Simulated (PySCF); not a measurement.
AlClBr2, SMILES [Cl][Al]([Br])[Br].

The structure is a stationary point at r2SCAN-D4/def2-SVP. The structure was generated by enumeration; whether it is a known compound was not checked.

Two levels are set side by side: PBE/def2-TZVP (PySCF) and M06-2X/def2-TZVP (PySCF). Same geometry, gas phase. Differences are taken from unrounded values.

| quantity | M06-2X | PBE | PBE minus M06-2X |
|---|---|---|---|
| orbital gap (eV) | 9.13 | 5.14 | -4.00 |
| highest occupied level (eV) | -10.01 | -7.49 | 2.52 |
| lowest empty level (eV) | -0.88 | -2.35 | -1.47 |
| dipole moment (D) | 0.24 | 0.23 | -0.01 |
| mean polarisability (bohr³) | 72.2 | 76.0 | 3.8 |

PBE's occupied levels lie high since its potential decays too fast outside the molecule; exact exchange lowers them and widens the gap. PBE's more diffuse valence density responds more strongly to a field. Differences between two approximate levels are no errors against the true value.

Rough cost on one machine, each run with all the roots and properties that it gave: M06-2X against PBE about 3 times.
